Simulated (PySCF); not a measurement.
One of the candidates below gave these computed data.

All candidates are C5H7NO.

| technique | computed result |
| --- | --- |
| Polarisability | 78.8 au [CAM-B3LYP/def2-SVPD] |
| 13C NMR | chemical shifts (computed TMS as zero) by class: 162.9 (1 C), 139.4 (1 C), 137.3 (1 C), 136.3 (1 C), 96.1 (1 C) ppm [GIAO PBE0/pcSseg-1] |
| Rotational structure | rotational constants A, B, C: 9.180, 1.381, 1.200 GHz [GFN2-xTB] |
| NMR, other nuclei | isotropic shieldings of nuclei other than C and H, by class: 99 (1 N), -54 (1 O) ppm [GIAO PBE0/pcSseg-1] |
| Dipole | 3.45 D [CAM-B3LYP/def2-SVPD] |
| UV, strongest line | among the 8 lowest singlet transitions: S2 at 5.23 eV (237 nm, f = 0.448) [TDDFT CAM-B3LYP/def2-SVPD] |
| Triplet | lowest triplet excitation (Tamm–Dancoff): 3.69 eV [TDA CAM-B3LYP/def2-SVPD] |
| UV, first state | lowest singlet excitation: 4.77 eV (260 nm, f = 0.000) [TDDFT CAM-B3LYP/def2-SVPD] |
| 1H NMR | chemical shifts (computed TMS as zero) by class: 7.49 (1 H), 7.04 (1 H), 6.34 (1 H), 6.14 (1 H), 5.91 (1 H), 4.60 (1 H), 4.59 (1 H) ppm [GIAO PBE0/pcSseg-1] |

Electronic properties: PySCF, gas phase, density fitting. Levels stand in brackets. Geometry: GFN2-xTB, one conformer, isolated molecule. NMR values are class means; diastereotopic atoms form classes of their own.

Question: Which candidate is it?
A. `CC(=O)NC1=CC1`
B. `C=CNC(=O)C=C`
C. `C[C@@H]1CO[C@@H]1C#N`

Answer: B. It is `C=CNC(=O)C=C`. Numbering: `[CH2:1]=[CH:2][NH:3][C:4](=[O:5])[CH:6]=[CH2:7]`. Its formula, C5H7NO, gives 3 degrees of unsaturation: 0 rings and 3 π bonds in the structure found. 5 carbons fall into 5 classes; from least to most shielded: amide carbonyl carbon [C4] (162.9 ppm), terminal =CH2 carbon [C7] (139.4 ppm), vinylic carbon bearing nitrogen [C2] (137.3 ppm), alkene CH carbon [C6] (136.3 ppm), terminal =CH2 carbon [C1] (96.1 ppm). Hydrogen classes from least to most shielded: 1 H on a vinylic carbon bearing nitrogen, C2 (7.49 ppm), 1 H on a terminal =CH2 carbon, C7 (7.04 ppm), 1 H on an amide nitrogen, N3 (6.34 ppm), 1 H on a terminal =CH2 carbon, C7 (6.14 ppm), 1 H on an alkene CH carbon, C6 (5.91 ppm), 1 H on a terminal =CH2 carbon, C1 (4.60 ppm), 1 H on a terminal =CH2 carbon, C1 (4.59 ppm). The other shieldings belong to: 99 ppm, amide nitrogen [N3]; -54 ppm, amide oxygen [O5]. S1 is mainly HOMO−1→LUMO (weight 0.94); the largest Löwdin shares of the orbital it empties are 0.69 on the amide oxygen, 0.10 on the amide carbonyl carbon, 0.08 on the alkene CH carbon and 0.06 on the amide nitrogen, of the orbital it fills 0.26 on a terminal =CH2 carbon, 0.18 on the alkene CH carbon, 0.16 on the amide carbonyl carbon and 0.11 on the amide oxygen. The optimised geometry has point group Cs and is an asymmetric top.

The others, at the same levels:
- `CC(=O)NC1=CC1` fails: its computed lowest singlet excitation is 5.41 eV (229 nm, f = 0.001) (against 4.77 eV), strongest line among the 8 lowest singlet transitions is S2 at 5.59 eV (222 nm, f = 0.228) (against S2 at 5.23 eV) and static isotropic polarisability is 70.4 au (against 78.8 au).
- `C[C@@H]1CO[C@@H]1C#N` fails: its computed 13C shifts are 121.6 (1 C), 79.7 (1 C), 72.4 (1 C), 34.8 (1 C), 18.9 (1 C) ppm, 1H shifts are 5.22 (1 H), 4.90 (1 H), 4.51 (1 H), 3.21 (1 H), 1.47 (3 H) ppm and rotational constant A is 4.085 GHz (against 9.180 GHz).

Each candidate is one conformer, not necessarily the lowest. The conformers computed, where there is a choice (atom-mapped SMILES and torsion angles):
- `[CH2:1]=[CH:2][NH:3][C:4](=[O:5])[CH:6]=[CH2:7]`: C1–C2–N3–C4 180°, C2–N3–C4–O5 0°, N3–C4–C6–C7 180°
- `[CH3:1][C:2](=[O:3])[NH:4][C:5]1=[CH:6][CH2:7]1`: C1–C2–N4–C5 180°, C2–N4–C5–C6 0°
